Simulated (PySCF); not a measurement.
# Ionisation energy of Ho⁺ by level of theory

Ho⁺ [Xe] 4f11 6s1 (high-spin determinant) → Ho²⁺ [Xe] 4f11 (high-spin determinant), as a difference of total energies. Calculation: PySCF 2.14, in ANO-RCC-VTZP; the spin-free X2C one-electron Hamiltonian (Gaussian nucleus). Correlated levels: valence: [Kr] 4d10 frozen; valence and next inner shell: [Ar] 3d10 frozen. The calculations carry no spin-orbit coupling.

```
                                method  ionisation energy (eV)
                                   UHF                  10.919
                                   LDA                  12.225
                                   PBE                  12.020
                                  PBE0                  11.790
                                r2SCAN                  11.741
                         MP2 (valence)                  11.777
                     SCS-MP2 (valence)                  11.597
    MP2 (valence and next inner shell)                  11.824
SCS-MP2 (valence and next inner shell)                  11.641
```

Task: How much does correlation contribute at MP2 (valence and next inner shell)?

Result: 11.824 − (10.919) = 0.905 eV, measured against UHF.

Errors of the correlated levels include the incompleteness of this basis and the frozen core.

The determinant of Ho²⁺ and of Ho⁺ mixes LS terms, which raises its energy above the lowest term, most at the Hartree-Fock and MP2 levels.

For comparison: 11.781 ± 0.02 eV (semi-empirical (NIST evaluation); NIST Atomic Spectra Database, ionization energies).
